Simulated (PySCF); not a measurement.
Isomers of C3H9NOSi.

All values: PBE0/def2-SVPD (PySCF) at PBE0-D3(BJ)/def2-SVP geometries, gas phase, one conformer each. Core orbitals are frozen in the response; Δα² is half the sum of the squared differences of the principal polarisabilities.

**Question.** Rank by polarisability anisotropy Δα, lowest first.
A. `[CH2:1]=[N:2][SiH2:3][O:4][CH2:5][CH3:6]` with C1–N2–Si3–O4 124°, N2–Si3–O4–C5 58°, Si3–O4–C5–C6 -171°
B. `[CH2:1]=[N:2][SiH2:3][CH2:4][O:5][CH3:6]` with C1–N2–Si3–C4 121°, N2–Si3–C4–O5 -170°, Si3–C4–O5–C6 -73°
C. `[CH3:1][N:2]([CH3:3])[C:4](=[O:5])[SiH3:6]` with C1–N2–C4–O5 179°
D. `[OH:1][Si@H:2]1[CH2:3][CH2:4][CH2:5][NH:6]1` with H–O1–Si2–C3 -63°, O1–Si2–C3–C4 99°, Si2–C3–C4–C5 37°, C3–C4–C5–N6 -41°, C4–C5–N6–Si2 25°

**Answer.** D (1.89 Å³), A (3.74 Å³), C (4.33 Å³), B (5.42 Å³).

**Question.** Rank by vertical ionisation energy (ΔSCF), lowest first.
A. `[CH3:1][N:2]([CH3:3])[C:4](=[O:5])[SiH3:6]` with C1–N2–C4–O5 179°
B. `[OH:1][Si@H:2]1[CH2:3][CH2:4][CH2:5][NH:6]1` with H–O1–Si2–C3 -63°, O1–Si2–C3–C4 99°, Si2–C3–C4–C5 37°, C3–C4–C5–N6 -41°, C4–C5–N6–Si2 25°
C. `[CH2:1]=[N:2][SiH2:3][O:4][CH2:5][CH3:6]` with C1–N2–Si3–O4 124°, N2–Si3–O4–C5 58°, Si3–O4–C5–C6 -171°

**Answer.** B (8.85 eV), A (8.98 eV), C (9.19 eV).

**Question.** Rank by dipole moment, lowest first.
A. `[CH2:1]=[N:2][SiH2:3][CH2:4][O:5][CH3:6]` with C1–N2–Si3–C4 121°, N2–Si3–C4–O5 -170°, Si3–C4–O5–C6 -73°
B. `[CH3:1][N:2]([CH3:3])[C:4](=[O:5])[SiH3:6]` with C1–N2–C4–O5 179°
C. `[CH2:1]=[N:2][SiH2:3][O:4][CH2:5][CH3:6]` with C1–N2–Si3–O4 124°, N2–Si3–O4–C5 58°, Si3–O4–C5–C6 -171°
D. `[OH:1][Si@H:2]1[CH2:3][CH2:4][CH2:5][NH:6]1` with H–O1–Si2–C3 -63°, O1–Si2–C3–C4 99°, Si2–C3–C4–C5 37°, C3–C4–C5–N6 -41°, C4–C5–N6–Si2 25°

**Answer.** A (0.79 D), C (0.99 D), D (2.13 D), B (3.72 D).

All values together:

```json
{"SMILES": "CN(C)C(=O)[SiH3]", "μ (D)": "3.72", "HOMO (eV)": "-7.07", "LUMO (eV)": "-0.27", "α (Å³)": "11.80", "Δα (Å³)": "4.33", "ΔSCF removal energy (eV)": "8.98"}
{"SMILES": "C=N[SiH2]OCC", "μ (D)": "0.99", "HOMO (eV)": "-7.18", "LUMO (eV)": "-1.08", "α (Å³)": "11.30", "Δα (Å³)": "3.74", "ΔSCF removal energy (eV)": "9.19"}
{"SMILES": "O[Si@H]1CCCN1", "μ (D)": "2.13", "HOMO (eV)": "-6.83", "LUMO (eV)": "0.41", "α (Å³)": "10.49", "Δα (Å³)": "1.89", "ΔSCF removal energy (eV)": "8.85"}
{"SMILES": "C=N[SiH2]COC", "μ (D)": "0.79", "HOMO (eV)": "-7.11", "LUMO (eV)": "-1.00", "α (Å³)": "11.72", "Δα (Å³)": "5.42", "ΔSCF removal energy (eV)": "8.91"}
```

Conformers: `[CH3:1][N:2]([CH3:3])[C:4](=[O:5])[SiH3:6]` with C1–N2–C4–O5 179°; `[CH2:1]=[N:2][SiH2:3][O:4][CH2:5][CH3:6]` with C1–N2–Si3–O4 124°, N2–Si3–O4–C5 58°, Si3–O4–C5–C6 -171°; `[OH:1][Si@H:2]1[CH2:3][CH2:4][CH2:5][NH:6]1` with H–O1–Si2–C3 -63°, O1–Si2–C3–C4 99°, Si2–C3–C4–C5 37°, C3–C4–C5–N6 -41°, C4–C5–N6–Si2 25°; `[CH2:1]=[N:2][SiH2:3][CH2:4][O:5][CH3:6]` with C1–N2–Si3–C4 121°, N2–Si3–C4–O5 -170°, Si3–C4–O5–C6 -73°.
